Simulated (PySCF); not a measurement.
Isomers of C6H11NO, from PBE0-D3(BJ)/def2-SVP geometry optimisation, gas phase (PySCF). One conformer each, no zero-point energy, no frequencies.

Question: Which is lowest in electronic energy at this level?
A. `[CH2:1]=[CH:2][C@@H:3]([CH2:4][CH3:5])[C:6]([NH2:7])=[O:8]` with C1–C2–C3–C4 121°, C2–C3–C4–C5 -164°, C2–C3–C6–N7 53°, C3–C6–N7–H -176° and -12°: A = 2326, B = 1795, C = 1125 MHz, dipole 3.32 D
B. `[CH3:1][C:2](=[O:3])/[CH:4]=[CH:5]/[N:6]([CH3:7])[CH3:8]` with C1–C2–C4–C5 179°: A = 4805, B = 964.9, C = 817.0 MHz, dipole 4.97 D
C. `[O:1]=[CH:2][N:3]1[CH2:4][CH2:5][CH2:6][CH2:7][CH2:8]1` with O1–C2–N3–C4 -176°, C2–N3–C4–C5 119°, N3–C4–C5–C6 53°, C4–C5–C6–C7 -54°, C5–C6–C7–C8 54°: A = 3862, B = 1578, C = 1256 MHz, dipole 3.96 D
D. `[CH3:1][CH2:2][O:3][C@H:4]([C:5]#[N:6])[CH2:7][CH3:8]` with C1–C2–O3–C4 -179°, C2–O3–C4–C5 -66°, O3–C4–C7–C8 -178°: A = 3246, B = 1200, C = 929.0 MHz, dipole 3.16 D
E. `[CH3:1][N:2]([CH3:3])[C:4](=[O:5])[CH:6]1[CH2:7][CH2:8]1` with N2–C4–C6–C7 -155°: A = 4007, B = 1412, C = 1152 MHz, dipole 3.52 D

Answer: C. That is `O=CN1CCCCC1` (N-formylpiperidine), 16.0 kcal/mol below the next.

```csv
SMILES,mapped SMILES,E (Eh),relative (kcal/mol),relative (kJ/mol),dipole (D)
O=CN1CCCCC1,[O:1]=[CH:2][N:3]1[CH2:4][CH2:5][CH2:6][CH2:7][CH2:8]1,-364.58637,0.0,0.0,3.96
C=C[C@@H](CC)C(N)=O,[CH2:1]=[CH:2][C@@H:3]([CH2:4][CH3:5])[C:6]([NH2:7])=[O:8],-364.56084,16.0,67.0,3.32
CN(C)C(=O)C1CC1,[CH3:1][N:2]([CH3:3])[C:4](=[O:5])[CH:6]1[CH2:7][CH2:8]1,-364.54600,25.3,106.0,3.52
CC(=O)/C=C/N(C)C,[CH3:1][C:2](=[O:3])/[CH:4]=[CH:5]/[N:6]([CH3:7])[CH3:8],-364.54140,28.2,118.1,4.97
CCO[C@H](C#N)CC,[CH3:1][CH2:2][O:3][C@H:4]([C:5]#[N:6])[CH2:7][CH3:8],-364.52494,38.5,161.3,3.16
```

As drawn, the lowest has a C=O bond and a C(=O)–N unit, which the highest lacks; the highest has a C≡N group, which the lowest lacks.
